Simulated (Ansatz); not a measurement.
Consider the formal exchange of groups at the Se–C bond: `FC#C[SeH]` + `[CH3][GaH][CH3]` → `[CH3][Ga]([CH3])[SeH]` + `C#CF`.

Gas-phase electronic energies from Ansatz, PBE0-D4/def2-TZVP geometries. CCSD(T)/CBS is the MP2 limit (def2-TZVPP, def2-QZVPP) plus CCSD(T) − MP2 in def2-TZVPP, frozen cores. This one scheme is used for every species. Functionals use def2-TZVPP. HSE06 is defined as in plane-wave codes. For Ga, Se outer-core shells are correlated without core-valence functions, which leaves a few kJ/mol of doubt a bond. Scalar relativity is left out up to krypton. One conformer a species, not always the lowest.

`FC#C[SeH]`:

```xyz
5

F     0.481    0.067   -2.477
C     0.120    0.044   -1.258
C    -0.206    0.022   -0.105
Se   -0.857    0.003    1.600
H     0.462   -0.136    2.240
```

`[CH3][GaH][CH3]`:

Cartesian coordinates in Å:
```
C -1.304 -0.014 1.128
Ga -0.025 -0.725 -0.193
C 1.320 0.464 -1.007
H -0.828 -0.005 2.115
H -2.207 -0.622 1.204
H -1.585 1.017 0.899
H -0.078 -2.249 -0.601
H 0.866 0.985 -1.858
H 2.187 -0.082 -1.382
H 1.655 1.231 -0.305
```

`[CH3][Ga]([CH3])[SeH]`:

```xyz
11

C     0.109    1.244   -1.200
Ga    0.015   -0.327   -0.022
C    -0.174   -0.313    1.933
Se    0.105   -2.452   -1.004
H    -0.903    1.531   -1.499
H     0.678    1.029   -2.105
H     0.560    2.096   -0.687
H    -1.075    0.236    2.219
H    -0.234   -1.321    2.345
H     0.678    0.200    2.388
H     0.242   -1.923   -2.367
```

`C#CF`:

Cartesian coordinates in Å:
```
C -0.133 -0.514 0.372
C 0.112 0.432 -0.312
F 0.372 1.438 -1.041
H -0.351 -1.357 0.981
```

```csv
level,ΔE (kcal/mol)
PBE0-D4,-40.2
r2SCANh-D4,-41.1
HSE06-D4,-40.2
CAM-B3LYP-D4,-39.8
revPBE,-38.0
HF/def2-SVP,-41.1
CCSD/def2-SVP,-40.7
MP2/def2-TZVPP,-41.2
```

Task: What does CCSD(T)/CBS give? (Estimate.)

Result: Ansatz gave: -42.1 kcal/mol. The listed levels differ from it by 1.9, 1.0, 1.9, 2.3, 4.1, 1.0, 1.4, 0.9 kcal/mol.

Largest T1 diagnostic among the species: 0.013.

The D4 term adds −0.9 kcal/mol with B3LYP and −0.5 kcal/mol with PBE0; it sums over pairs of atoms, weighted by their polarisabilities, and B3LYP, whose exchange is more repulsive, gets the larger term. Leaving LDA and LC-ωPBE aside and taking each functional with its dispersion term where it has one, the values, not all of them listed here, spread over 4.6 kcal/mol, from BHLYP-D4 to B97M-V.

B3LYP here is the variant with VWN-RPA as its local correlation; programs differ in this.
